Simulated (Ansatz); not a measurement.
Reaction (homolysis of the In–S bond): `[NH2][In]([SH])[Br]` → `[NH2][In][Br]`• + `[SH]`•

Computed with Ansatz on PBE0-D4/def2-TZVP structures; ΔE is electronic, products minus reactants. CBS: MP2 limit from def2 TZ/QZ plus the TZ coupled-cluster correction, frozen cores. This one scheme is used for every species. Functionals use def2-TZVPP. No spin–orbit coupling; open shells (•) take unrestricted orbitals. def2 core potentials past Kr. For Br, In outer-core shells are correlated without core-valence functions, which leaves a few kJ/mol of doubt a bond. Scalar relativity is left out up to krypton. One conformer a species, not always the lowest.

`[NH2][In]([SH])[Br]`:

Cartesian coordinates in Å:
```
N -1.275 -0.623 0.999
In 0.297 0.002 -0.080
S 0.185 0.913 -2.261
Br 2.538 -0.415 0.866
H -2.155 -0.154 0.840
H -1.113 -0.709 1.992
H 1.523 0.985 -2.356
```

`[NH2][In][Br]`•:

Z-matrix (Å, degrees):
```
N
In 1 2.070
H 1 1.014 2 113.4
H 1 1.017 2 110.8 3 121.0
Br 2 2.517 1 114.0 3 -164.4
```

`[SH]`•:

```xyz
2

S    -0.668    0.050    0.066
H     0.668   -0.050   -0.066
```

| level | ΔE (kJ/mol) |
| --- | --- |
| B97M-V | 308.5 |
| MP2/def2-TZVPP | 327.7 |
| HF/def2-QZVPP | 212.5 |
| HF/CBS(def2) | 212.4 |

**Question.** What does CCSD(T)/CBS give? (Best estimate.)

**Answer.** The calculation gave: +322.8 kJ/mol. The listed levels differ from it by -14.3, 4.9, -110.3, -110.4 kJ/mol.

Largest T1 diagnostic among the species: 0.016.

From BLYP to BHLYP (50 % exact exchange), in def2-TZVPP and without D4, ΔE moves by +19.6 kJ/mol. Leaving LDA and LC-ωPBE aside and taking each functional with its dispersion term where it has one, the values, not all of them listed here, spread over 46.4 kJ/mol, from BLYP-D4 to ωB97X-V. LDA lies +59.2 kJ/mol from PBE without D4, its usual overbinding. In def2-TZVPP, CCSD(T) changes the Hartree–Fock value by +93.7 kJ/mol (the triples alone add +9.5 kJ/mol) and MP2 by +114.5 kJ/mol; breaking electron pairs costs correlation energy, which Hartree–Fock lacks.
